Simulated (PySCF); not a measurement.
Level of theory: TPSSh-D3(BJ)/def2-TZVP // r2SCAN-D4/def2-SVP run with PySCF. Isolated molecules, 0 K electronic values unless said otherwise. 

Reference species: [Hf(H)4] (neutral, multiplicity 1).

```yaml
LUMO: -2.47 eV
coordination_number: 4
```

Changed species: [Hf(Cl)2(H)2] (2 of 4 Cl replaced by H; the reference has 4 of 4 Cl replaced by H).

Problem. What does the change do to the LUMO and coordination number?

Solution. the LUMO falls by 0.30 eV, to -2.77 eV; the coordination number stays essentially unchanged.
